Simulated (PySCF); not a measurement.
An unknown is described by computed data only.

Elements present: C, F, H and Se. Monoisotopic mass: 203.9665 u.

* Rotational structure: rotational constants A, B, C: 1.689, 0.693, 0.553 GHz [PBE0-D3(BJ)/def2-SVP]
* UV, first state: lowest singlet excitation: 2.12 eV (584 nm, f = 0.000) [TDDFT wB97X-D/def2-SVPD]
* Couplings: largest of the computed one-bond spin–spin couplings (means over like bonds): 19F–13C -345.8 (×3), 13C–1H +139.0 (×2), 13C–1H +135.2 (×3), 13C–1H +130.1 (×2) Hz [B3LYP/pcJ-1 (pcSseg-1 on Se), spin–dipole term left out for some pairs]
* Triplet: lowest triplet excitation (Tamm–Dancoff): 1.71 eV [TDA wB97X-D/def2-SVPD]
* Valence photoelectron: vertical ionisation energy: 8.46 eV [ΔSCF wB97X-D/def2-SVPD]
* 1H NMR: chemical shifts (computed TMS as zero) by class: 3.90 (2 H), 3.46 (2 H), 1.42 (3 H) ppm [GIAO PBE0/pcSseg-1]
* UV, strongest line: among the 10 lowest singlet transitions: S2 at 5.08 eV (244 nm, f = 0.237) [TDDFT wB97X-D/def2-SVPD]
* Dipole: 2.69 D [wB97X-D/def2-SVPD]
* Polarisability: 91.4 au [wB97X-D/def2-SVPD]
* 13C NMR: chemical shifts (computed TMS as zero) by class: 291.9 (1 C), 128.3 (1 C), 60.6 (1 C), 54.2 (1 C), 15.8 (1 C) ppm [GIAO PBE0/pcSseg-1]

Electronic properties: PySCF, gas phase, density fitting. Levels stand in brackets. Geometry: PBE0-D3(BJ)/def2-SVP, one conformer, isolated molecule. Relativistic effects, spin–orbit coupling among them, are left out although an element past zinc is present. NMR classes are plain means over equivalent atoms (diastereotopic ones count apart unless rotation or inversion swaps them), as if these changed places fast.

Q: Which formula fits the mass and the elements?

A: C5H7F3Se (calculated 203.9665). No other formula that holds each of these elements comes within 0.0003 u with a fitting electron parity and a possible valence count.

Q: Give a SMILES that accounts for the data.

A: Numbering: `[CH3:1][CH2:2][C:3](=[Se:4])[CH2:5][C:6]([F:7])([F:8])[F:9]`. 5 carbons fall into 5 classes; from least to most shielded: carbon bonded to 2 C and Se [C3] (291.9 ppm), CF3 carbon [C6] (128.3 ppm), chain CH2 carbon [C5] (60.6 ppm), chain CH2 carbon [C2] (54.2 ppm), methyl carbon [C1] (15.8 ppm). Hydrogen classes from least to most shielded: 2 H on a chain CH2 carbon, C5 (3.90 ppm), 2 H on a chain CH2 carbon, C2 (3.46 ppm, a mean of values up to 0.8 ppm apart in this geometry), 3 H on a methyl carbon, C1 (1.42 ppm). The couplings run between: -345.8 Hz, fluorine of a CF3 group [F7] and CF3 carbon [C6] (with 2 like pairs); +139.0 Hz, chain CH2 carbon [C5] and its hydrogen (with 1 like pair); +135.2 Hz, methyl carbon [C1] and its hydrogen (with 2 like pairs); +130.1 Hz, chain CH2 carbon [C2] and its hydrogen (with 1 like pair). S1 is mainly HOMO→LUMO (weight 0.99); the largest Löwdin shares of the orbital it empties are 0.77 on the selenium bonded to C and 0.11 on the carbon bonded to 2 C and Se, of the orbital it fills 0.43 on the selenium bonded to C, 0.37 on the carbon bonded to 2 C and Se, 0.05 on a chain CH2 carbon and 0.04 on a chain CH2 carbon. The optimised geometry has point group C1 and is an asymmetric top. Structure: `C(C(CC)=[Se])C(F)(F)F`. Computed isomers that give other values at the same levels: `FC(F)(F)C[C@@H]1CC[Se]1` (rotational constant A: 2.657 GHz; this holds for the one conformer computed). The assignments are read from this structure; whether some other isomer fits the data as well wasn't checked. NMR values of atoms bound to Se lack the spin–orbit term that these neighbours bring.

The values belong to the conformer `[CH3:1][CH2:2][C:3](=[Se:4])[CH2:5][C:6]([F:7])([F:8])[F:9]`: C1–C2–C3–Se4 3°, C2–C3–C5–C6 86°, C3–C5–C6–F7 60°.
